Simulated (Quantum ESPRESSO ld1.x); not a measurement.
These are the eigenvalues of the occupied orbitals of an atom or ion with whole-number occupations (eV). Calculated with ld1.x of Quantum ESPRESSO 7.5: Dirac Kohn-Sham, relativistic LDA (MacDonald-Vosko exchange, VWN5 correlation), spin-unpolarised, spherical densities, point nucleus.

| orbital | eigenvalue |
|---|---|
| 1s1/2 | -22906.8 |
| 2s1/2 | -3331.08 |
| 2p1/2 | -3089.48 |
| 2p3/2 | -2946.10 |
| 3s1/2 | -601.193 |
| 3p1/2 | -505.929 |
| 3p3/2 | -481.237 |
| 3d3/2 | -311.169 |
| 3d5/2 | -306.276 |
| 4s1/2 | -89.9361 |
| 4p1/2 | -60.8483 |
| 4p3/2 | -56.9220 |
| 4d3/2 | -14.0688 |
| 4d5/2 | -13.6644 |

Which element is it, and in what charge state? The configuration may be excited. Open shells, if any, fill j = l - 1/2 first.

Answer. Z = 45, rhodium, charge +1: Rh+ in [Kr] 4d8. The list shows which subshells hold electrons but not how many an open one holds; the 1s level, -841.81 hartree, gives Z - s = 41.0 by -(Z - s)^2/2, which with screening and relativity narrows Z to a few neighbours, and the depths of the outer levels then fix element, charge and occupations together.
